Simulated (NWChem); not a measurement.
Program: NWChem. System: H3AlSe, charge 0, spin multiplicity 1, at a geometry optimised with PBE0/def2-SVP. The structure started from a generated list of species. Level: CCSD(T)/aug-cc-pVDZ, 14 core orbitals frozen.

Job file:

```
start mol
memory heap 100 mb stack 700 mb global 1900 mb
geometry units angstroms nocenter noautoz
  Al     0.335226     1.556697     0.000000
  H     -0.890500     2.559722     0.000000
  H      1.858242     1.996167     0.000000
  Se    -0.192539    -0.696688     0.000000
  H      1.220654    -1.105574     0.000000
  symmetry group Cs
end
basis spherical
  * library aug-cc-pvdz
end
scf
  rhf
  nopen 0
  maxiter 100
  thresh 1e-7
  semidirect memsize 60000000 filesize 0
end
tce
  freeze core 14
  ccsd(t)
  2eorb
  2emet 13
  thresh 1e-6
  maxiter 100
  tilesize 24
end
task tce energy
```

Part of the output:

```
             Northwest Computational Chemistry Package (NWChem) 7.3.0
             --------------------------------------------------------

                                NWChem Input Module
                                -------------------

 Scaling coordinates for geometry "geometry" by  1.889725989
 (inverse scale =  0.529177249)

 Turning off AUTOSYM since
 SYMMETRY directive was detected!

                             Geometry "geometry" -> ""
                             -------------------------

 Output coordinates in angstroms (scale by  1.889725989 to convert to a.u.)

  No.       Tag          Charge          X              Y              Z
 ---- ---------------- ---------- -------------- -------------- --------------
    1 Al                  13.0000     0.33522600     1.55669700     0.00000000
    2 H                    1.0000    -0.89050000     2.55972200     0.00000000
    3 H                    1.0000     1.85824200     1.99616700     0.00000000
    4 Se                  34.0000    -0.19253900    -0.69668800     0.00000000
    5 H                    1.0000     1.22065400    -1.10557400     0.00000000

 Effective nuclear repulsion energy (a.u.)     135.6267423143

            Nuclear Dipole moment (a.u.)
            ----------------------------
        X                 Y               Z
 ---------------- ---------------- ----------------
     0.0000151178    -0.0000302356     0.0000000000

      Symmetry information
      --------------------

 Group name             Cs
 Group number              2
 Group order               2
 No. of unique centers     5

      Symmetry unique atoms

     1    2    3    4    5


 Summary of "ao basis" -> "" (spherical)
 ------------------------------------------------------------------------------
       Tag                 Description            Shells   Functions and Types
 ---------------- ------------------------------  ------  ---------------------
 *                        aug-cc-pvdz                 on all atoms

 Summary of "ao basis" -> "ao basis" (spherical)
 ------------------------------------------------------------------------------
       Tag                 Description            Shells   Functions and Types
 ---------------- ------------------------------  ------  ---------------------
 Al                       aug-cc-pvdz               11       27   5s4p2d
 H                        aug-cc-pvdz                5        9   3s2p
 Se                       aug-cc-pvdz               14       36   6s5p3d

                                 NWChem SCF Module
                                 -----------------

  ao basis        = "ao basis"
  functions       =    90
  atoms           =     5
  closed shells   =    25
  open shells     =     0
  charge          =   0.00
  wavefunction    = RHF
  use symmetry    = T
  symmetry adapt  = T

 Summary of "ao basis" -> "ao basis" (spherical)
 ------------------------------------------------------------------------------
       Tag                 Description            Shells   Functions and Types
 ---------------- ------------------------------  ------  ---------------------
 Al                       aug-cc-pvdz               11       27   5s4p2d
 H                        aug-cc-pvdz                5        9   3s2p
 Se                       aug-cc-pvdz               14       36   6s5p3d

      Symmetry analysis of basis
      --------------------------

        a'         65
        a"         25

 Forming initial guess at       0.2s
[...]
         409.642746391239         -87.145395444405           0.000000000000
         -87.145395444405          41.409303361122           0.000000000000
           0.000000000000           0.000000000000         451.052049752361

  Mulliken analysis of the total density
  --------------------------------------

    Atom       Charge   Shell Charges
 -----------   ------   -------------------------------------------------------
    1 Al  13    12.53   2.00  2.02  0.67  0.20 -0.01  6.00  0.99  0.36  0.01  0.25  0.03
    2 H    1     1.05   0.70  0.36 -0.03  0.01  0.02
    3 H    1     1.05   0.70  0.36 -0.03  0.01  0.01
    4 Se  34    34.44   2.00  2.00  2.02  0.95  0.90  0.06  6.00  6.00  2.15  2.21  0.07  9.97  0.07  0.03
    5 H    1     0.92   0.67  0.19  0.02  0.03  0.01

       Multipole analysis of the density wrt the origin
       ------------------------------------------------

     L   x y z        total         open         nuclear
     -   - - -        -----         ----         -------
     0   0 0 0     -0.000000      0.000000     50.000000

     1   1 0 0      0.315307      0.000000      0.000015
     1   0 1 0      0.268818      0.000000     -0.000030
     1   0 0 1      0.000000      0.000000      0.000000

     2   2 0 0    -26.229949      0.000000     30.201801
     2   1 1 0     -0.756632      0.000000     40.799915
     2   1 0 1     -0.000000      0.000000      0.000000
     2   0 2 0    -26.128749      0.000000    213.424113
     2   0 1 1      0.000000      0.000000      0.000000
     2   0 0 2    -24.307269      0.000000      0.000000

                   NWChem Extensible Many-Electron Theory Module
                   ---------------------------------------------


            General Information
            -------------------
      Number of processors :     1
         Wavefunction type : Restricted Hartree-Fock
          No. of electrons :    50
           Alpha electrons :    25
            Beta electrons :    25
           No. of orbitals :   180
            Alpha orbitals :    90
             Beta orbitals :    90
        Alpha frozen cores :    14
         Beta frozen cores :    14
     Alpha frozen virtuals :     0
      Beta frozen virtuals :     0
         Spin multiplicity : singlet
    Number of AO functions :    90
       Number of AO shells :    40
        Use of symmetry is : on
      Symmetry adaption is : on
         Schwarz screening : 0.10D-09

          Correlation Information
          -----------------------
          Calculation type : Coupled-cluster singles & doubles w/ perturbation
   Perturbative correction : (T)
            Max iterations :      100
        Residual threshold : 0.10D-05
     T(0) DIIS level shift : 0.00D+00
     L(0) DIIS level shift : 0.00D+00
     T(1) DIIS level shift : 0.00D+00
     L(1) DIIS level shift : 0.00D+00
     T(R) DIIS level shift : 0.00D+00
     T(I) DIIS level shift : 0.00D+00
   CC-T/L Amplitude update :  5-th order DIIS
                I/O scheme : Global Array Library
        L-threshold :  0.10D-05
        EOM-threshold :  0.10D-05
 no EOMCCSD initial starts read in
 TCE RESTART OPTIONS
 SLICE:      F
 D4D5:       F
 quantumc:   F
 qrotation:  F
 pwtce:      F
 qducc:      F
 nacto:                         0
 nrotv:                         0
 nrot:                          0

            Memory Information
            ------------------
          Available GA space size is     249028700 doubles
          Available MA space size is     104851348 doubles

 Maximum block size supplied by input
 Maximum block size        24 doubles

 tile_dim =     23

 -------------------------------------------------
   1    alpha     a'     8 doubles       0       1
   2    alpha     a"     3 doubles       8       2
   3    beta      a'     8 doubles      11       1
   4    beta      a"     3 doubles      19       2
   5    alpha     a'    23 doubles      22       5
   6    alpha     a'    23 doubles      45       6
   7    alpha     a"    19 doubles      68       7
   8    beta      a'    23 doubles      87       5
   9    beta      a'    23 doubles     110       6
  10    beta      a"    19 doubles     133       7

 Global array virtual files algorithm will be used

 Parallel file system coherency ......... OK

 4-electron integrals stored in orbital form

 v2    file size   =          4427191
 4-index algorithm nr.  13 is used
 imaxsize =       30
 imaxsize ichop =        0


CCSD iterations
 ---------------------------------------------------------
 Iter          Residuum       Correlation     Cpu    Wall
 ---------------------------------------------------------
    1   0.1216080028890  -0.2161760519267     0.5     0.5
    2   0.0352081456676  -0.2397130983328     0.6     0.6
    3   0.0125138537260  -0.2456824258842     0.5     0.5
    4   0.0049983484699  -0.2474142123665     0.5     0.5
    5   0.0022065082888  -0.2480299594360     0.5     0.5
    6   0.0005480415266  -0.2484090332018     0.5     0.5
    7   0.0002847148655  -0.2484200790654     0.5     0.5
    8   0.0001547057436  -0.2484249195764     0.5     0.5
    9   0.0000971145545  -0.2484268600151     0.5     0.5
   10   0.0000587018206  -0.2484287395008     0.5     0.5
   11   0.0000090594477  -0.2484313488259     0.5     0.5
   12   0.0000041664830  -0.2484317063873     0.5     0.5
   13   0.0000022623583  -0.2484318055381     0.5     0.5
   14   0.0000012807215  -0.2484318281320     0.5     0.5
   15   0.0000007491932  -0.2484318298520     0.5     0.5
 -----------------------------------------------------------------
 Iterations converged
 CCSD correlation energy / hartree =        -0.248431829852006
 CCSD total energy / hartree       =     -2643.759318229705514

 Singles contributions

 Doubles contributions
 CCSD(T)
 Using plain CCSD(T) code
             total no. of tasks           74
 total no. of tasks / no. procs           74
                         wl_min       185193           7.5
                         wl_max      6229504          13.6
        thresh for no. of tasks           74

 CCSD[T]  correction energy / hartree =        -0.007561137905669
 CCSD[T] correlation energy / hartree =        -0.255992967757675
 CCSD[T] total energy / hartree       =     -2643.766879367611182
 CCSD(T)  correction energy / hartree =        -0.007337405948301
 CCSD(T) correlation energy / hartree =        -0.255769235800307
 CCSD(T) total energy / hartree       =     -2643.766655635653933

 Task  times  cpu:       62.6s     wall:       62.6s

 Total times  cpu:       62.6s     wall:       62.6s
```
